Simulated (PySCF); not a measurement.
C10H10Mg, singlet (GFN2-xTB optimised geometry):

```
21

Mg    -0.008     0.021     0.000
C      1.136     1.998     0.000
C      1.844     1.089    -0.814
C      2.278     0.021     0.000
C      1.837     0.270     1.318
C      1.131     1.493     1.318
H      0.811     2.986    -0.296
H      2.149     1.265    -1.836
H      2.970    -0.755    -0.296
H      2.140    -0.282     2.197
H      0.805     2.030     2.197
C     -2.281    -0.076     0.172
C     -1.746    -1.238     0.769
C     -1.086    -1.979    -0.234
C     -1.212    -1.276    -1.451
C     -1.951    -0.100    -1.200
H     -2.970     0.612     0.642
H     -1.959    -1.586     1.771
H     -0.707    -2.986    -0.126
H     -0.944    -1.654    -2.427
H     -2.343     0.570    -1.953
```

Method: PySCF with B3LYP/def2-SVP.

### Question
What are the frontier orbital energies and the dipole moment?

### Answer
HOMO-2 -6.84 eV, HOMO-1 -6.02 eV, HOMO -6.02 eV, LUMO 0.46 eV, LUMO+1 0.61 eV; dipole moment 0.02 D.

On the same geometry PBE/def2-SVP run with PySCF gives HOMO-2 -6.03 eV, HOMO-1 -5.28 eV, HOMO -5.28 eV, LUMO -0.15 eV, LUMO+1 -0.15 eV; dipole moment 0.01 D.

Meta-Löwdin charges at B3LYP/def2-SVP: Mg1 1.56, C2 -0.26, C3 -0.26, C4 -0.26, C5 -0.27, C6 -0.27, H7 0.11, H8 0.11, H9 0.11, H10 0.11, H11 0.11, C12 -0.27, C13 -0.27, C14 -0.26, C15 -0.26, C16 -0.26, H17 0.11, H18 0.11, H19 0.11, H20 0.11, H21 0.11.
